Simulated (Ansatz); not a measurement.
C₂H₆In, charge +1, singlet, at a GFN2-xTB geometry (such geometries of metal compounds can be far from the true shape) (all electrons, no relativity). Base run: CAM-B3LYP/STO-3G in Ansatz (an electronic-structure program).

Ansatz was given this input:
Ansatz 0.2 input:
```yaml
crystal:
  periodic: [false, false, false]
  atoms:
    - {symbol: In, position_ang: [0.00000000, 0.00000000, 0.00000000]}
    - {symbol: C, position_ang: [1.76799887, 0.26458391, -1.43355759]}
    - {symbol: H, position_ang: [2.41242023, -0.60590237, -1.30508096]}
    - {symbol: H, position_ang: [2.27064356, 1.18959701, -1.14854782]}
    - {symbol: H, position_ang: [1.35310159, 0.31962734, -2.44071297]}
    - {symbol: C, position_ang: [-1.76799887, -0.26458391, 1.43355759]}
    - {symbol: H, position_ang: [-2.25762428, -1.20072172, 1.16255120]}
    - {symbol: H, position_ang: [-2.42355682, 0.59505423, 1.28934408]}
    - {symbol: H, position_ang: [-1.35498428, -0.29765450, 2.44244647]}
basis:
  gaussian:
    orbitals: STO-3G
hamiltonian:
  xc: cam_b3lyp
total_charge: 1
```

Variants of this job, named by their change:

```tsv
change	E (Eh)
base	-5763.66238
functional = pbe	(withheld)
functional = pbe0	-5763.17932
functional = r2scan	-5763.68082
functional = hse06	(withheld)
functional = pbe0; dispersion = d3bj	(withheld)
functional = b3lyp5	(withheld)
functional = wB97X	-5763.69104
functional = B97M-V	-5763.24564
functional = b3lyp; dispersion = d3bj	-5763.55308
functional = lc_wpbe	-5762.91212
functional = wB97M-V	-5763.63421
functional = pbe; dispersion = d3bj	-5762.83341
```

Task: Fill in the missing entries.

Result: 
- functional = pbe, E (Eh): -5762.82839
- functional = hse06, E (Eh): -5763.19341
- functional = pbe0; dispersion = d3bj, E (Eh): -5763.18380
- functional = b3lyp5, E (Eh): -5763.28352

Total energies compare only within one method and basis.
